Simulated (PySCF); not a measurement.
Working with the constants of SbO⁻

ROHF-MP2 constants of SbO⁻, ³Σ⁻ (triplet), unpaired electrons π ↑↑ (basis Sb def2-SVPD with ECP28, O def2-SVPD; scalar-relativistic core potentials; PySCF 2.14; masses 120.9038 and 15.9949 u):

| Item | Value |
| --- | --- |
| ωe | 729.8 cm⁻¹ |
| ωexe | 0.914 cm⁻¹ |
| Be | 0.31939 cm⁻¹ |
| αe | 0.00127 cm⁻¹ |
| D (centrifugal) | 2.45e-07 cm⁻¹ |
| De to Sb + O⁻ | 4.03 eV |

(1) Give the vibrational terms G(v) and spacings up to v = 6.

Correlated steps freeze 5 core orbitals. Correlated levels converge slowly with the basis: in double zeta they bind strong bonds too weakly, by up to about 1 eV, and carry superposition errors of some tenths. These are scalar-relativistic numbers at best; spin–orbit coupling would shift them, the dissociation energy most. For an ion De counts to the pair picked by the measured ionisation energies or electron affinities, which need not be the lowest pair at this level. The state was picked by a PBE0 search and need not be the measured ground state.

## Answers

(1) G(v) = ωe(v+½) − ωexe(v+½)².

```json
{"v": "0", "G(v) (cm⁻¹)": "364.7", "G(v) − G(v−1)": "", "Bv (cm⁻¹)": "0.3188"}
{"v": "1", "G(v) (cm⁻¹)": "1092.6", "G(v) − G(v−1)": "728.0", "Bv (cm⁻¹)": "0.3175"}
{"v": "2", "G(v) (cm⁻¹)": "1818.8", "G(v) − G(v−1)": "726.1", "Bv (cm⁻¹)": "0.3162"}
{"v": "3", "G(v) (cm⁻¹)": "2543.1", "G(v) − G(v−1)": "724.3", "Bv (cm⁻¹)": "0.3149"}
{"v": "4", "G(v) (cm⁻¹)": "3265.6", "G(v) − G(v−1)": "722.5", "Bv (cm⁻¹)": "0.3137"}
{"v": "5", "G(v) (cm⁻¹)": "3986.3", "G(v) − G(v−1)": "720.7", "Bv (cm⁻¹)": "0.3124"}
{"v": "6", "G(v) (cm⁻¹)": "4705.1", "G(v) − G(v−1)": "718.8", "Bv (cm⁻¹)": "0.3111"}
```
